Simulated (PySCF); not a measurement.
# Polarisability and C₆ of Ni⁺ (nickel, charge +1)

[Ar] 3d9, 2D determinant. All numbers are calculated (PySCF 2.14, the non-relativistic Hamiltonian (point nucleus), in def2-TZVPPD). Coupled (time-dependent) response in atomic units; α is the mean over directions.

```tsv
method	mean α (bohr³)	α xx, yy, zz	C₆ (like pair)	S(−4)
UHF	4.494	4.191, 4.191, 5.102	10.21	25.26
PBE	7.067	6.519, 6.519, 8.162	15.45	86.66
PBE0	6.025	5.593, 5.593, 6.891	13.29	56.66
r2SCANh	6.269	5.707, 5.707, 7.394	13.98	61.82
```

S(−4) is the Cauchy moment in α(ω) = α(0) + S(−4) ω² + …

α(iu) at UHF:

| u (hartree) | α(iu) (bohr³) |
| --- | --- |
| 0 | 4.494 |
| 0.0500 | 4.433 |
| 0.100 | 4.260 |
| 0.200 | 3.726 |
| 0.300 | 3.156 |
| 0.500 | 2.312 |
| 0.750 | 1.742 |
| 1.00 | 1.436 |
| 1.50 | 1.114 |
| 2.00 | 0.9272 |
| 3.00 | 0.6784 |
| 5.00 | 0.3894 |

A single London oscillator, α(iu) = α/(1 + u²/ω²), gives C₆ = (3/4) ω α². Matching the computed C₆ needs ω = 4 × 10.21 / (3 × 4.494²) = 0.674 hartree.

For an ion, C₆ is the dispersion term alone; charge-induced terms of lower order in 1/R come first.

The components differ because the open shell of this determinant is not spherical; for a pure term their mean is the scalar polarisability.
